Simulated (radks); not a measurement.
Effect of the nuclear size on the mercury ion Hg40+, [Kr] 4d4. Method: Dirac Kohn-Sham, relativistic LDA (MacDonald-Vosko exchange, VWN5 correlation), spin-unpolarised, spherical densities, finite nucleus; open shells are shared between the two j in proportion to 2j + 1; Fermi nuclear charge, rms radius 5.4648 fm; computed with a radial shooting solver on a logarithmic mesh with Libxc functionals. The rms radius is varied about that value; shifts are against it.

rms radius (fm)  total energy shift (eV)  density at nucleus (e/bohr^3)  1s1/2 shift (meV)  2s1/2 shift (meV)  4s1/2 shift (meV)  4p1/2 shift (meV)  4d5/2 shift (meV)  5s1/2 (empty) shift (meV)  5p1/2 (empty) shift (meV)
4.7544                             -25.8                      2.425e+06             -10300              -1530               -111              -2.78               4.96                      -46.4                      -1.42
5.1151                             -13.0                      2.353e+06              -5160               -769              -55.8              -1.40               2.49                      -23.3                     -0.713
5.4648                                 0                       2.29e+06              0.000              0.000              0.000              0.000              0.000                      0.000                      0.000
5.8911                              16.5                       2.22e+06               6560                978               70.9               1.79              -3.17                       29.7                      0.910
6.6998                              49.8                      2.106e+06              19800               2950                214               5.42              -9.56                       89.4                       2.76

Slopes of the eigenvalues against <r^2> in GHz/fm^2, as finite differences over the two radii next to the reference (eigenvalue slopes, not the field-shift constants of lines): 1s1/2 332000, 2s1/2 49500, 4s1/2 3590, 4p1/2 90.2, 4d5/2 -160, 5s1/2 (empty) 1500, 5p1/2 (empty) 46.0.
